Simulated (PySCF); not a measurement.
CH8BN3.
InChI=1S/CH8BN3/c1-5-2(3)4/h5H,3-4H2,1H3

The calculation used PySCF 2.14.0, PBE0-D3(BJ)/def2-SVP geometry optimisation, gas phase.

Masses are those of the commonest isotopes; rigid-rotor values at the optimised geometry. 

(1) Give the principal moments of inertia and the rotational constants in MHz.

(2) What kind of rotor is it?

(3) Is it planar, by Δ = Ic − Ia − Ib?

(4) Give the coordinates in the principal-axis frame, origin at the centre of mass.

(5) Where do the levels up to J = 2 lie, in cm⁻¹?

(6) Which types of transition are allowed, and where do some lines up to J = 4 fall?

Results:

(1) Ia = 60.22, Ib = 138.83, Ic = 195.34 u·Å²; 505379 MHz·u·Å²/I gives A = 8392, B = 3640, C = 2587 MHz.

(2) An asymmetric top: κ = (2 × 3640 − 8392 − 2587)/(8392 − 2587) = -0.64.

(3) Not planar: Δ = Ic − Ia − Ib = -3.71 u·Å². For a rigid frame Δ = −2 Σ m c², so Σ m c² = 1.86 u·Å² lies off the ab plane: 1.82 from hydrogen and 0.03 from heavier atoms. The atom farthest from that plane is 0.95 Å away.

(4) The sense of each axis is arbitrary; atoms in the order of the calculation.
```tsv
atom	mass (u)	a (Å)	b (Å)	c (Å)
C1	12.000	2.041	-0.038	-0.034
N2	14.003	0.755	-0.668	0.033
B3	11.009	-0.510	0.001	0.012
N4	14.003	-1.713	-0.774	-0.001
N5	14.003	-0.564	1.429	-0.013
H6	1.008	2.781	-0.675	-0.548
H7	1.008	2.473	0.225	0.954
H8	1.008	1.974	0.894	-0.618
H9	1.008	0.776	-1.655	0.251
H10	1.008	-2.630	-0.354	-0.004
H11	1.008	-1.724	-1.750	-0.254
H12	1.008	0.207	2.002	0.295
H13	1.008	-1.436	1.934	-0.059
```

(5) Above 0(0,0):
J = 1: 1(0,1) 0.2077, 1(1,1) 0.3662, 1(1,0) 0.4014
J = 2: 2(0,2) 0.6180, 2(1,2) 0.7466, 2(1,1) 0.8519, 2(2,1) 1.3275, 2(2,0) 1.3327
The levels of one J sum to (2J + 1)J(J + 1)(A + B + C)/3.

(6) The dipole components are |μa| = 0.46 D, |μb| = 0.05 D, |μc| = 0.16 D. Intensities carry the squares of the components, which stand as 1.00 : 0.01 : 0.12 (a : b : c). Some lines, for components of 0.1 D or more:

```csv
type,branch,"J(Ka,Kc)",MHz,lower level (cm⁻¹)
c,Q,"4(1,4) ← 4(0,4)",1802,2.005
c,Q,"1(1,1) ← 1(0,1)",4752,0.208
a,Q,"3(1,2) ← 3(1,3)",6303,1.314
a,R,"2(1,1) ← 1(1,0)",13508,0.401
c,Q,"2(2,1) ← 2(1,1)",14257,0.852
a,R,"3(1,2) ← 2(1,1)",20156,0.852
a,R,"4(3,1) ← 3(3,0)",25270,2.835
c,Q,"3(3,1) ← 3(2,1)",25725,1.976
c,R,"2(2,1) ← 1(1,1)",28818,0.366
c,R,"3(2,2) ← 2(1,2)",36098,0.747
c,Q,"4(4,1) ← 4(3,1)",36607,3.678
c,R,"3(3,1) ← 2(2,1)",45167,1.327
c,R,"4(3,1) ← 3(2,1)",51010,1.976
c,R,"4(3,2) ← 3(2,2)",51668,1.951
```

Stationary, but not proved a minimum. These are rigid-rotor constants of the computed structure; measured ground-state constants (B0) also hold zero-point vibration. A rigid rotor knows nothing of inversion at nitrogen or internal rotation, which can split or shift real lines. Quadrupole hyperfine structure (11B, 14N) is left out.

On an Arm Neoverse V2 with one thread, shared host with 96 logical CPUs at a one-minute load of 35, this took 51 s and 0.45 GiB of memory at its peak. That covers the optimisation of the geometry.

Shape of the structure used: `[CH3:1][NH:2][B:3]([NH2:4])[NH2:5]`: C1–N2–B3–N4 176°, H–N4–B3–N2 179°, H–N4–B3–N2 -18°, H–N5–B3–N2 -21°, H–N5–B3–N2 178°.
